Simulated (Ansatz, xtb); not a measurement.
## Two isomers of C3H11AlSi

We compare a, `C[CH2][AlH][CH2][SiH3]`, a singlet, with b, `[CH3][AlH][C@@H](C)[SiH3]`, a singlet. Both are isolated molecules in the gas phase, relaxed with PBE-D3(BJ)/def2-SVP; each stands in its lowest conformer found.

a (Å):

```yaml
atoms:
  - { symbol: C, position_ang: [1.1105, 0.3193, 2.5359] }
  - { symbol: C, position_ang: [-0.2939, 0.6689, 2.0185] }
  - { symbol: C, position_ang: [0.1588, -1.7741, -0.3322] }
  - { symbol: Al, position_ang: [-0.9824, -0.4072, 0.5123] }
  - { symbol: Si, position_ang: [1.3481, -1.0603, -1.6110] }
  - { symbol: H, position_ang: [1.1633, -0.7222, 2.9178] }
  - { symbol: H, position_ang: [1.8769, 0.4015, 1.7366] }
  - { symbol: H, position_ang: [1.4370, 0.9820, 3.3659] }
  - { symbol: H, position_ang: [-0.3355, 1.7354, 1.6919] }
  - { symbol: H, position_ang: [-1.0433, 0.6201, 2.8430] }
  - { symbol: H, position_ang: [-2.4585, -0.1463, -0.0653] }
  - { symbol: H, position_ang: [0.7774, -2.2733, 0.4467] }
  - { symbol: H, position_ang: [-0.4598, -2.5500, -0.8329] }
  - { symbol: H, position_ang: [2.2537, -0.0373, -0.9706] }
  - { symbol: H, position_ang: [0.5901, -0.3598, -2.7112] }
  - { symbol: H, position_ang: [2.2245, -2.1057, -2.2540] }
```

b (Å):

```yaml
atoms:
  - { symbol: C, position_ang: [2.1638, 0.3712, 2.5857] }
  - { symbol: C, position_ang: [0.4346, -0.7751, -0.1346] }
  - { symbol: C, position_ang: [-0.2436, -2.0322, -0.7228] }
  - { symbol: Al, position_ang: [0.9071, -0.9124, 1.7851] }
  - { symbol: Si, position_ang: [-0.6190, 0.7778, -0.3819] }
  - { symbol: H, position_ang: [1.7292, 1.3952, 2.5691] }
  - { symbol: H, position_ang: [3.1080, 0.4322, 2.0019] }
  - { symbol: H, position_ang: [2.4262, 0.1363, 3.6371] }
  - { symbol: H, position_ang: [0.2063, -2.0719, 2.6502] }
  - { symbol: H, position_ang: [1.3867, -0.5469, -0.6714] }
  - { symbol: H, position_ang: [-0.5032, -1.9138, -1.7976] }
  - { symbol: H, position_ang: [0.4012, -2.9328, -0.6445] }
  - { symbol: H, position_ang: [-1.1871, -2.2735, -0.1890] }
  - { symbol: H, position_ang: [0.1357, 2.0118, 0.0456] }
  - { symbol: H, position_ang: [-1.8792, 0.7061, 0.4489] }
  - { symbol: H, position_ang: [-1.0448, 0.9525, -1.8202] }
```

Quicker runs give these differences E(b) − E(a): GFN2-xTB −3.32 kJ/mol; HF/STO-3G +13.50 kJ/mol (at GFN2-xTB geometries); r2SCAN-D4/def2-SVP +5.47 kJ/mol (at GFN2-xTB geometries).

Problem. Estimate E(b) − E(a) at the level CCSD(T)/def2-SVP + ΔMP2/def2-TZVPP.

Solution. Calculated at CCSD(T)/def2-SVP + ΔMP2/def2-TZVPP: E(b) − E(a) = +5.66 kJ/mol, so structure a lies lower.

How the difference moves with the method:

```tsv
level	geometry	E(b) − E(a) (kJ/mol)	departure from the last row (kJ/mol)	job, with rough time for the two
GFN2-xTB	GFN2-xTB	−3.32	−8.98	optimisation, 1.6 s
HF/STO-3G	GFN2-xTB	+13.50	+7.84	single point, 1.4 s
r2SCAN-D4/def2-SVP	GFN2-xTB	+5.47	−0.19	single point, 12 s
PBE-D3(BJ)/def2-SVP	PBE-D3(BJ)/def2-SVP	+5.09	−0.57	optimisation, 3.4 min
HF/def2-SVP	PBE-D3(BJ)/def2-SVP	+10.26	+4.60	part of the CCSD(T) run
MP2/def2-SVP	PBE-D3(BJ)/def2-SVP	+5.34	−0.32	part of the CCSD(T) run
CCSD(T)/def2-SVP	PBE-D3(BJ)/def2-SVP	+5.92	+0.27	single point
CCSD(T)/def2-SVP + ΔMP2/def2-TZVPP	PBE-D3(BJ)/def2-SVP	+5.66		single point, 2.4 min
```

As drawn, both hold the same kinds of bond in the same numbers. Structure a has 1 methyl group, b 2.

GFN2-xTB puts the two in the other order. The largest departure from CCSD(T)/def2-SVP + ΔMP2/def2-TZVPP is that of GFN2-xTB, 8.98 kJ/mol. The last row adds to CCSD(T) the change of the MP2 difference between the two basis sets, here −0.27 kJ/mol.

With thermal terms from frequencies at re-optimised GFN2-xTB minima (ideal gas, soft modes damped towards free rotors, one conformer each, 298.15 K, 1 atm): on the last row, ΔE + ΔZPE = +4.18, ΔH = +4.50, ΔG = +4.80 kJ/mol.

The correlated steps freeze 13 core orbitals. Mirror images aren't counted in ΔG. Codes used: Ansatz 0.2.0, xtb 6.7.1; the last row on 2 threads of AMD EPYC (Zen 3) on a shared host.
